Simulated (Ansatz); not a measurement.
A run for Ansatz (an electronic-structure program): U-CCSD(T)/aug-cc-pV(D+d)Z on BeClH (SMILES [BeH][Cl]), a point of a bond scan (R = 1.323 Å). Files ending in .json are basis or fitting sets from the Basis Set Exchange.

Ansatz 0.2 input:
```yaml
crystal:
  periodic: [false, false, false]
  atoms:
    - {symbol: Be, position_ang: [-0.00000000, -0.00000000, -1.33527396]}
    - {symbol: H, position_ang: [0.00000000, 0.00000000, -2.65794482]}
    - {symbol: Cl, position_ang: [0.00000000, 0.00000000, 0.47053180]}
basis:
  gaussian:
    orbitals: aug-cc-pV_D+d_Z.json
correlation: {method: ccsd_t, electrons: outside_noble_gas}
scf: {omitted_lower_state_checks: [cluster_reference]}
magnetization: {spin_polarized: true, initial_magnetization: 0}
```

Program output:

```
WARN ansatz: RAYON_NUM_THREADS=1 ignored (pool sized by the plan → 1); use --threads N
Functional definition: HF
these checks for a lower state are left out or cut short: cluster_reference
integrals: 0.05 GiB planned
593 factors; integrals over basis functions are off by at most 9.6e-4 eV
mean field: 0.14 GiB planned
mean field evaluation 1: about -12918.9157 eV, gradient 9.2e0 eV
mean field evaluation 2: about -12918.9634 eV, gradient 9.3e0 eV
mean field evaluation 4: about -12919.8018 eV, gradient 8.8e-1 eV
mean field evaluation 8: about -12919.8111 eV, gradient 4.7e-4 eV
mean field -12919.81105804 eV, -474.7942990203 hartree, gradient 2.5e-6 eV, S^2 0.000000; 0 other end points of the search recorded, 0 dependent functions left out
6 core orbitals not correlated
reference -12919.81105804 eV, -474.7942990203 hartree; 5, 5 occupied and 53, 53 virtual orbitals, 593 factors
second order -5.23575521 eV of doubles, -0.00000000 eV of singles
coupled cluster: 0.18 GiB planned
cycle   1  -5.68898333 eV  change   -4.5e-1 eV  update   5.0e-2
cycle   2  -5.82944511 eV  change   -1.4e-1 eV  update   1.6e-2
cycle   3  -5.84983361 eV  change   -2.0e-2 eV  update   6.1e-3
cycle   4  -5.84841504 eV  change    1.4e-3 eV  update   1.7e-3
cycle   5  -5.84790104 eV  change    5.1e-4 eV  update   5.0e-4
cycle   6  -5.84788779 eV  change    1.3e-5 eV  update   1.3e-4
cycle   7  -5.84789495 eV  change   -7.2e-6 eV  update   3.3e-5
cycle   8  -5.84789683 eV  change   -1.9e-6 eV  update   9.5e-6
perturbative correction -0.15203423 eV, -0.0055871550 hartree
Total energy: -12925.81098910 eV, -475.0147924201 hartree
Checks for a lower state left out: cluster_reference
```

Self-consistency was reached.

Cost: roughly 1.9 core-seconds.
